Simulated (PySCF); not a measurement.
1,1,1-trifluoropropane (C₃H₅F₃), SMILES C(C(F)(F)F)C. Coordinates come from a TPSSh-D3(BJ)/def2-SVP optimisation.

Method: TPSSh-D3(BJ)/def2-SVP in PySCF.

Harmonic wavenumbers (cm⁻¹): 102, 218, 221, 364, 405, 533, 544, 619, 794, 809, 991, 1034, 1083, 1200, 1210, 1276, 1320, 1402, 1414, 1472, 1489, 1506, 3050, 3069, 3120, 3141, 3144. Rotational constants (GHz): 5.181, 2.736, 2.712; symmetry number 1.

**Question.** Work out the zero-point energy and the ideal-gas rigid-rotor harmonic-oscillator thermochemistry at 298.15 K and 1 atm.

**Answer.** ZPE = ½ Σ hcν = ½ × 35529 cm⁻¹ = 50.79 kcal/mol. H − E(el) = 55.25 kcal/mol. Entropy in cal/(mol K): translation 39.66, rotation 26.53, vibration 11.82, total 78.00. G − E(el) = 31.99 kcal/mol. Cp = 23.31 cal/(mol K). Modes under 150 cm⁻¹ make the vibrational entropy uncertain.
